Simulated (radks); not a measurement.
Question: All-electron atom: As+ in [Ar] 3d10 4s2 4p2. Calculated with a radial shooting solver on a logarithmic mesh with Libxc functionals: scalar-relativistic Kohn-Sham, PBE, spin-polarised, spherical densities, point nucleus; open shells are filled with parallel spins first. Some entries of the table are withheld. Estimate them.

orbital,occ.,eigenvalue (hartree),<1/r> (bohr^-1)
1s up,1,-431.0431,33.47
1s down,1,-431.0398,33.47
2s up,1,-54.99212,7.369
2s down,1,-54.99075,7.368
2p up,3,-48.26415,7.220
2p down,3,-48.26127,7.220
3s up,1,-7.34893,2.385
3s down,1,-7.34464,2.385
3p up,3,-5.26819,2.231
3p down,3,-5.26320,2.232
3d up,5,-1.85014,1.906
3d down,5,-1.84208,1.912
4s up,1,-0.88512,0.6985
4s down,1,-0.81622,0.7054
4p up,2,(1),(2)
4p down,0,(3),(4)

Answer: 
(1) 4p up eigenvalue (hartree): -0.51740
(2) 4p up <1/r> (bohr^-1): 0.5644
(3) 4p down eigenvalue (hartree): -0.44691
(4) 4p down <1/r> (bohr^-1): 0.5600
